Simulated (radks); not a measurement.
Task: The table gives one normalised radial function P(r) = r R(r) (large component) of B4+ in 1s1 (r in bohr). All-electron calculation, Dirac Kohn-Sham, LDA (Slater exchange, Perdew-Wang correlation), spin-unpolarised, spherical densities, point nucleus. Program: a radial shooting solver on a logarithmic mesh with Libxc functionals.

r         P
0.01477  0.3016
0.0172   0.3469
0.02002  0.3981
0.0233   0.4558
0.02713  0.5206
0.03158  0.5926
0.03677  0.6722
0.0428   0.7592
0.04983  0.8533
0.05801  0.9535
0.06753  1.0584
0.07862  1.1658
0.09153  1.2726
0.1066   1.3746
0.124    1.4669
0.1444   1.5435
0.1681   1.5978
0.1957   1.6228
0.2278   1.6125
0.2652   1.5619
0.3088   1.4688
0.3595   1.3346
0.4185   1.1653
0.4872   0.9715
0.5672   0.7675
0.6603   0.5696
0.7686   0.3931
0.8948   0.2494
1.042    0.1434
1.213    0.0736

Which n and l does it have? It may be an empty orbital.

Result: n = 1, l = 0: the number of nodes gives n - l - 1 = 0, the rise at small r points to l (this Dirac orbital starts as r^gamma with gamma = sqrt((l + 1)^2 - (Z/c)^2) = 1.00; the j = 1/2 orbital of l + 1 starts with the same power, but with a smaller coefficient, and then steepens), and the extent must fit the shell. The curve is that of 1s1/2. 1s1/2: eigenvalue -297.02 eV, 0 radial nodes, <r> = 0.307 bohr, 90 % of the charge inside 0.547 bohr.
